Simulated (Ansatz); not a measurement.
Born–Oppenheimer molecular dynamics of ClH$_{5}$W (7 atoms, charge 0, multiplicity 1). It starts from a relaxed structure.

The calculation used RKS revPBE-D4/def2-SVP in Ansatz 0.2.0.

| Quantity | Value |
| --- | --- |
| ensemble | NVE (velocity Verlet) |
| time step | 0.5 fs |
| steps asked | 150 |
| starting velocities drawn for | 2000 K |
| masses | H 10 u |
| seed | 18517 |

First frame:

```xyz
7
Properties=species:S:1:pos:R:3
W 0.000 0.000 0.530
Cl 0.000 0.000 2.877
H 1.416 0.000 -0.391
H 0.000 1.416 -0.391
H -1.416 0.000 -0.391
H 0.000 -1.416 -0.391
H 0.000 0.000 -1.174
```

Problem. How far do the bonds stretch over the last three quarters of this one trajectory? (Pairs bonded in most of those frames.)

Solution. 
| bond | mean (Å) | spread (Å) | shortest | longest |
| --- | --- | --- | --- | --- |
| W1–Cl2 | 2.454 | 0.138 | 2.18 | 2.59 |
| W1–H3 | 1.777 | 0.115 | 1.60 | 1.93 |
| W1–H4 | 1.718 | 0.097 | 1.56 | 1.84 |
| W1–H5 | 1.676 | 0.011 | 1.66 | 1.69 |
| W1–H6 | 1.708 | 0.047 | 1.64 | 1.77 |
| W1–H7 | 1.700 | 0.020 | 1.65 | 1.73 |

Mean temperature of the second half: 1125 K. The conserved energy stayed within 0.066 meV per atom of its start (net change 0.041 meV per atom), so the integration is sound. Over the second half the temperature averaged 0.56 of the 2000 K drawn at the start: a run that starts near a minimum puts about half its kinetic energy into the potential. A run of 0.075 ps of so small a system gives no equilibrium averages.

The run took 5.8 min on 1 thread of Arm Neoverse V2, with other jobs on the host, peak memory 0.14 GiB.
